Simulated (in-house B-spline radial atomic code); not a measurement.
Configurations of Te IV (Te3+), with energies counted from [Kr] 4d10 5s2 (5p1/2)1. Level of theory: Dirac-Hartree-Fock, average of each configuration as written, Fermi nucleus of rms radius 4.7423 fm; calculated with a B-spline radial code for spherical atoms. Energies include first-order Breit, QED and recoil terms.

Occupations are held fixed; configurations that lie above the ionisation limit could autoionise.

| configuration | E - E(ref) (eV) | highest orbital | its <r> (bohr) |
| --- | --- | --- | --- |
| [Kr] 4d10 (4f5/2)1 5s2 | 21.665 | 4f5/2 | 3.435 |
| [Kr] 4d10 5s1 (5p3/2)1 (7d5/2)1 | 39.371 | 7d5/2 | 9.672 |
| [Kr] (4d3/2)4 (4d5/2)5 5s2 (5p3/2)1 (8f5/2)1 | 77.787 | 8f5/2 | 19.13 |
| [Ar] (3d3/2)3 (3d5/2)6 4s2 4p6 4d10 5s2 (5p3/2)1 6s1 | 605.3 | 6s1/2 | 3.983 |
| [Ar] (3d3/2)4 (3d5/2)5 4s2 4p6 4d10 5s2 (5p1/2)1 (7g9/2)1 | 610.18 | 7g9/2 | 15.78 |
| [Ar] (3d3/2)4 (3d5/2)5 4s2 4p6 4d10 5s2 (5p3/2)1 (7f5/2)1 | 610.83 | 7f5/2 | 13.79 |

Question: Order these further configurations by energy, lowest first.
A. [Kr] 4d10 5s2 (5d5/2)1
B. [Kr] 4d10 5s1 (5p3/2)1 (7g7/2)1
C. [Kr] (4d3/2)4 (4d5/2)5 5s2 (5p3/2)1 (8p1/2)1
D. [Kr] 4d10 5s2 (9d3/2)1
E. [Kr] 4d10 5s2 (5p3/2)1

Answer: E (1.1372 eV), A (15.377 eV), D (32.679 eV), B (42.835 eV), C (74.681 eV).

Question: How far above the reference does [Kr] 4d10 5s1 (5p3/2)1 (7f7/2)1 lie?

Answer: 42.26 eV; its least bound orbital is 7f7/2 with <r> = 14.46 bohr.
